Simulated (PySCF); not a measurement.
# Computed records: ClH4Si2, AlB2H4, CH4AlB2, CH4BN and others

All values are calculated (PySCF 2.14.0). Calculation on a computer-drawn molecule: the log of a Hartree-Fock and frozen-core CCSD(T) single point meant for a local Hartree-Fock minimum, with one planted fault or none, to be diagnosed. Offsets are logged minus clean, where the clean run is the same molecule without the fault. The reference is restricted for singlets and unrestricted otherwise, and also for a bond in bohr or an excited solution. Adding or removing an electron swaps singlet and doublet. The excited solution moves the top pair (singlet) or top alpha electron (doublet) to the lowest empty orbital. Highest occupied and lowest empty are orbital energies over both spins, largest force is the largest gradient component, triples share is (T) over the correlation energy, the T1 limit is 0.02 restricted and 0.045 unrestricted, electrons count all cores, a negative frequency is imaginary (commonest isotopes), and the dipole is about the centre of nuclear charge.

Common to all runs: logged SCF converged yes; possible faults no fault, one electron removed, one electron added, multiplicity raised by two, geometry at a saddle point, SCF held on an excited solution, minimal basis STO-3G, one bond length entered in bohr, all coordinates scaled.

```yaml
- entry: 1
  formula: ClH4Si2
  logged_structure:
    atoms_angstrom:
      - [Si, 0.9115, 0.9058, -3.0258]
      - [Si, -1.1373, 1.2091, -1.8905]
      - [Cl, -0.7884, 1.7003, 0.1085]
      - [H, 0.6113, 0.5499, -4.4324]
      - [H, 1.7142, -0.1722, -2.4036]
      - [H, 1.6691, 2.1756, -2.9854]
      - [H, -2.0126, 0.015, -1.8985]
  given:
    meant_charge: 0
    meant_multiplicity: 2
    meant_basis: "cc-pV(D+d)Z"
    logged_electrons: 49
    logged_basis_functions: 89
    logged_spin_squared: 0.8043
    "logged_highest_occupied [eV]": -4.2322
    "logged_lowest_empty [eV]": -1.4913
    "logged_largest_force [hartree/bohr]": 0.044679
    "logged_dipole_magnitude [debye]": 1.784
    logged_SCF_stable_within_its_kind: "no"
    "logged_energy_HF [hartree]": -1039.54686
    drawn_bonds_atom: [1, 2, 1, 1, 1, 2]
    drawn_bonds_other_atom: [2, 3, 4, 5, 6, 7]
    drawn_bonds_order: [1, 1, 1, 1, 1, 1]
  results:
    planted_fault: "SCF held on an excited solution"
    "HF_energy_offset_from_clean_run [kcal/mol]": 105.6
  notes: ["coupled-cluster numbers left out as unreliable"]
- entry: 2
  formula: AlB2H4
  logged_structure:
    atoms_angstrom:
      - [B, -3.1685, -1.4652, -0.4504]
      - [Al, -1.4792, -2.4285, 0.3902]
      - [B, 0.5921, -2.6727, 0.0186]
      - [H, -3.5007, -0.3605, -0.1079]
      - [H, -3.8962, -2.0303, -1.2245]
      - [H, 1.4116, -1.9373, 0.5041]
      - [H, 1.014, -3.6072, -0.6114]
  given:
    meant_charge: 0
    meant_multiplicity: 2
    meant_basis: "cc-pV(D+d)Z"
    logged_electrons: 27
    logged_basis_functions: 71
    logged_spin_squared: 0.8075
    "logged_highest_occupied [eV]": -7.2396
    "logged_lowest_empty [eV]": 0.46773
    "logged_largest_force [hartree/bohr]": 3.1681e-05
    "logged_lowest_frequency [cm^-1]": 103.24
    logged_T1_diagnostic: 0.032901
    logged_D1_diagnostic: 0.13032
    logged_triples_share: 0.028968
    logged_CC_converged: "yes"
    "logged_dipole_magnitude [debye]": 0.071338
    logged_SCF_stable_within_its_kind: "yes"
    "logged_energy_HF [hartree]": -293.51263
    "logged_energy_CCSD(T) [hartree]": -293.78052
    drawn_bonds_atom: [1, 2, 1, 1, 3, 3]
    drawn_bonds_other_atom: [2, 3, 4, 5, 6, 7]
    drawn_bonds_order: [1, 1, 1, 1, 1, 1]
  results:
    planted_fault: "no fault"
    "HF_energy_offset_from_clean_run [kcal/mol]": 0.0
    "CCSD(T)_energy_offset_from_clean_run [kcal/mol]": 0.0
- entry: 3
  formula: CH4AlB2
  logged_structure:
    atoms_angstrom:
      - [B, -0.2513, 1.9648, -1.1804]
      - [Al, 0.1877, 0.1195, -0.5834]
      - [B, 0.6038, -1.6318, -0.0171]
      - [C, 0.8853, -2.8166, 0.3661]
      - [H, -1.2085, 2.1368, -1.6806]
      - [H, 0.4758, 2.76, -0.9932]
      - [H, 1.7452, -3.0396, 0.8227]
      - [H, 0.2605, -3.5838, 0.2298]
  given:
    meant_charge: 1
    meant_multiplicity: 1
    meant_basis: "cc-pV(D+d)Z"
    logged_electrons: 32
    logged_basis_functions: 85
    logged_spin_squared: 0.0
    "logged_highest_occupied [eV]": -14.305
    "logged_lowest_empty [eV]": -5.324
    "logged_largest_force [hartree/bohr]": 0.083239
    logged_T1_diagnostic: 0.015336
    logged_D1_diagnostic: 0.036806
    logged_triples_share: 0.031554
    logged_CC_converged: "yes"
    "logged_dipole_magnitude [debye]": 2.0055
    logged_SCF_stable_within_its_kind: "yes"
    "logged_energy_HF [hartree]": -331.0754
    "logged_energy_CCSD(T) [hartree]": -331.44775
    drawn_bonds_atom: [1, 2, 3, 1, 1, 4, 4]
    drawn_bonds_other_atom: [2, 3, 4, 5, 6, 7, 8]
    drawn_bonds_order: [1, 1, 2, 1, 1, 1, 1]
  results:
    planted_fault: "all coordinates scaled, by -8.1 %"
    "HF_energy_offset_from_clean_run [kcal/mol]": 34.57
    "CCSD(T)_energy_offset_from_clean_run [kcal/mol]": 40.8
- entry: 4
  formula: CH4BN
  logged_structure:
    atoms_angstrom:
      - [B, -0.4326, 1.2032, -0.864]
      - [C, 0.7615, 0.5869, -0.5023]
      - ["N", 1.7977, -0.0576, -1.2216]
      - [H, -1.4291, 1.7837, -1.0923]
      - [H, 0.9681, 0.6879, 0.5652]
      - [H, 1.533, -0.2494, -2.1704]
      - [H, 2.0409, -0.9344, -0.7944]
  given:
    meant_charge: 0
    meant_multiplicity: 1
    meant_basis: cc-pVDZ
    logged_electrons: 22
    logged_basis_functions: 62
    logged_spin_squared: 0.0
    "logged_highest_occupied [eV]": -7.7011
    "logged_lowest_empty [eV]": 2.2775
    "logged_largest_force [hartree/bohr]": 3.8017e-05
    "logged_lowest_frequency [cm^-1]": 255.8
    logged_T1_diagnostic: 0.012606
    logged_D1_diagnostic: 0.032431
    logged_triples_share: 0.03063
    logged_CC_converged: "yes"
    "logged_dipole_magnitude [debye]": 1.254
    logged_SCF_stable_within_its_kind: "yes"
    "logged_energy_HF [hartree]": -119.24646
    "logged_energy_CCSD(T) [hartree]": -119.67241
    drawn_bonds_atom: [1, 2, 1, 2, 3, 3]
    drawn_bonds_other_atom: [2, 3, 4, 5, 6, 7]
    drawn_bonds_order: [2, 1, 1, 1, 1, 1]
  results:
    planted_fault: "no fault"
    "HF_energy_offset_from_clean_run [kcal/mol]": 0.0
    "CCSD(T)_energy_offset_from_clean_run [kcal/mol]": 0.0
- entry: 5
  formula: AlBFH2O
  logged_structure:
    atoms_angstrom:
      - [O, 0.0834, 0.5746, -0.146]
      - [B, 0.5071, -0.2621, 0.7064]
      - [Al, -2.4374, -1.0766, 3.6674]
      - [F, -2.4044, -2.1034, 5.0172]
      - [H, 1.6209, -0.8127, 0.7371]
      - [H, -3.9147, -0.3972, 3.6996]
  given:
    meant_charge: -1
    meant_multiplicity: 1
    meant_basis: "aug-cc-pV(D+d)Z"
    logged_electrons: 38
    logged_basis_functions: 119
    logged_spin_squared: 0.3104
    "logged_highest_occupied [eV]": -2.0747
    "logged_lowest_empty [eV]": 3.319
    "logged_largest_force [hartree/bohr]": 0.09975
    logged_T1_diagnostic: 0.054511
    logged_D1_diagnostic: 0.2369
    logged_triples_share: 0.034039
    logged_CC_converged: "yes"
    "logged_dipole_magnitude [debye]": 3.1346
    logged_SCF_stable_within_its_kind: "yes"
    "logged_energy_HF [hartree]": -442.15335
    "logged_energy_CCSD(T) [hartree]": -442.7727
    drawn_bonds_atom: [1, 2, 3, 2, 3]
    drawn_bonds_other_atom: [2, 3, 4, 5, 6]
    drawn_bonds_order: [1, 1, 1, 1, 1]
  results:
    planted_fault: "one bond length entered in bohr, row 2 of the drawn bonds"
    "HF_energy_offset_from_clean_run [kcal/mol]": 33.46
    "CCSD(T)_energy_offset_from_clean_run [kcal/mol]": 32.28
  notes: ["T1 above single-reference limit"]
```
